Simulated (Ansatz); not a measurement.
`CC[O][Sb]([SiH3])[O]CC`, 21 atoms. Charge 0, multiplicity 1. Correlated methods include outer-core shells of Sb, which these sets cover unevenly. Sb takes the def2 core potential. Hardware: A = 4 threads of an AMD EPYC 7R13 on a shared host and a share of an NVIDIA H100 80 GB; B = 4 threads of an AMD EPYC 7R13 on a shared host. Correlated methods freeze the cores.

Task: How many basis functions does each run have, and how long does it take in Ansatz? RHF-CCSD(T)/def2-TZVPP energy [A]; RKS PBE0-D4/def2-QZVPP energy [A]; RHF-MP2/def2-QZVPP energy [A]; direct RPA on PBE orbitals/def2-TZVPP energy [A]; RKS PBE0-D4/def2-TZVP relaxation (34 steps) [A]; RKS B2PLYP (frozen core)/def2-TZVPP energy [A]; RKS r2SCAN-D4/def2-TZVPP energy and forces [A]; RKS ωB97M-V/def2-TZVPP energy and forces [A]; RKS ωB97M-V/def2-SVP energy [B]; RHF-CCSD(T)/def2-SVP energy [A]; RKS ωB97M-V/def2-QZVPP energy [A]; RKS r2SCAN0-D4/def2-TZVPP energy [A]. (Best estimate.)

Result: Ansatz gave: Other jobs shared the machine, so times are rough.

```json
{"level": "direct RPA on PBE orbitals/def2-TZVPP", "job": "energy [A]", "functions": "460", "wall time": "3.9 s", "peak host memory (GiB)": "2.2"}
{"level": "RHF-CCSD(T)/def2-SVP", "job": "energy [A]", "functions": "193", "wall time": "4.1 s", "peak host memory (GiB)": "0.81"}
{"level": "RKS r2SCAN0-D4/def2-TZVPP", "job": "energy [A]", "functions": "460", "wall time": "4.2 s", "peak host memory (GiB)": "0.97"}
{"level": "RKS PBE0-D4/def2-QZVPP", "job": "energy [A]", "functions": "884", "wall time": "4.3 s", "peak host memory (GiB)": "1.4"}
{"level": "RKS B2PLYP (frozen core)/def2-TZVPP", "job": "energy [A]", "functions": "460", "wall time": "4.3 s", "peak host memory (GiB)": "2.2"}
{"level": "RKS r2SCAN-D4/def2-TZVPP", "job": "energy and forces [A]", "functions": "460", "wall time": "4.6 s", "peak host memory (GiB)": "0.97"}
{"level": "RKS ωB97M-V/def2-TZVPP", "job": "energy and forces [A]", "functions": "460", "wall time": "6.5 s", "peak host memory (GiB)": "1.1"}
{"level": "RKS ωB97M-V/def2-SVP", "job": "energy [B]", "functions": "193", "wall time": "9.5 s", "peak host memory (GiB)": "1.1"}
{"level": "RKS ωB97M-V/def2-QZVPP", "job": "energy [A]", "functions": "884", "wall time": "9.5 s", "peak host memory (GiB)": "1.6"}
{"level": "RHF-MP2/def2-QZVPP", "job": "energy [A]", "functions": "884", "wall time": "11 s", "peak host memory (GiB)": "1.6"}
{"level": "RHF-CCSD(T)/def2-TZVPP", "job": "energy [A]", "functions": "460", "wall time": "54 s", "peak host memory (GiB)": "0.9"}
{"level": "RKS PBE0-D4/def2-TZVP", "job": "relaxation (34 steps) [A]", "functions": "351", "wall time": "70 s", "peak host memory (GiB)": "1"}
```
